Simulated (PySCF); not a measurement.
# Removing an electron from `[SiH3]N([SiH3])[SiH2][GeH2][GeH3]`

Species: Ge2H13NSi3.
Z-matrix (Å and degrees, PBE0-D3(BJ)/def2-SVP geometry), rows numbered from 1:
```
Si
N   1  1.7537
Si  2  1.7551  1  120.35
Si  2  1.7591  1  120.87  3   177.46
Ge  4  2.3842  2  110.11  1   -81.16
Ge  5  2.4253  4  110.80  2    56.34
H   1  1.4951  2  111.55  3    65.60
H   1  1.4946  2  107.39  3  -174.71
H   1  1.4940  2  111.42  3   -55.32
H   3  1.4942  2  107.57  1     7.16
H   3  1.4954  2  110.68  1   126.75
H   3  1.4946  2  111.79  1  -112.75
H   4  1.4951  2  110.46  1    40.51
H   4  1.4978  2  107.53  1   159.06
H   5  1.5438  4  109.08  2   -62.95
H   5  1.5437  4  111.48  2   178.49
H   6  1.5404  5  110.20  4    59.83
H   6  1.5405  5  109.91  4   -59.51
H   6  1.5403  5  111.01  4  -179.70
```

Level: CAM-B3LYP/def2-SVPD (PySCF). Frontier orbitals with their largest atomic shares (Löwdin; up to four atoms above 4 %):

```tsv
orbital	ε (eV)	main atoms
HOMO−3	-10.59	Ge5 21 %, Ge6 18 %, H16 14 %, H18 13 %
HOMO−2	-10.19	Ge5 20 %, Si4 14 %, N2 13 %, H15 9 %
HOMO−1	-9.31	Ge6 27 %, Ge5 27 %, N2 10 %, H16 5 %
HOMO	-8.43	?
LUMO	0.40	Si4 17 %, Ge5 11 %, Si1 11 %, Si3 10 %
LUMO+1	0.66	Ge6 21 %, Ge5 15 %, H18 7 %, Si4 7 %
LUMO+2	0.88	Ge5 25 %, Ge6 20 %, H15 10 %, Si4 9 %
```

Task: What vertical ionisation energy does ΔSCF give, and how far is −ε(HOMO) from it?

Result: ΔSCF: 8.90 eV (858 kJ/mol; threshold wavelength 139 nm); ⟨S²⟩ of the doublet left behind is 0.760, against 0.75 for a pure doublet. −ε(HOMO) is 8.43 eV, 0.47 eV below it. For the exact functional −ε(HOMO) would equal the first vertical ionisation energy; CAM-B3LYP (range-separated hybrid) falls short of its own ΔSCF value by 5 %.

Task: On which atoms does the HOMO lie?

Result: N2 (nitrogen bridging silicon atoms) 30 %, Ge5 (germanium bonded to Ge, Si and 2 H) 19 %, Si4 (SiH2 silicon) 16 %, Ge6 (germanium bonded to Ge and 3 H) 6 %, so no atom holds as much as 40 %. The HOMO−1 lies 0.88 eV lower.

Task: Shift the occupied levels rigidly so that −ε(HOMO) equals the ΔSCF value. What binding energies result?

Result: The shift is +0.47 eV: HOMO 8.90, HOMO−1 9.78, HOMO−2 10.66, HOMO−3 11.06 eV. A rigid shift is only a rough guide to the deeper ionisations.

Task: What total energies stand behind the ΔSCF value?

Result: E(N) = -5084.49822 Eh and E(N − 1) = -5084.17133 Eh at the same geometry, 0.32689 Eh apart.

Task: How many of the 10 lowest singlet excitations (vertical TDDFT, same level) lie below the ionisation energy?

Result: All 10; they run from 5.72 to 7.43 eV.

Task: What kinetic energy would electrons from this vertical process carry with He II light (40.814 eV)?

Result: 40.81 − 8.90 = 31.91 eV.

Geometry: PBE0-D3(BJ)/def2-SVP, one conformer, isolated molecule. The calculation is non-relativistic, for germanium too.

The run behind these numbers computed excited states and ΔSCF ions as well. Time: 4.6 min wall. Hardware: one thread, x86-64 server (shared host).
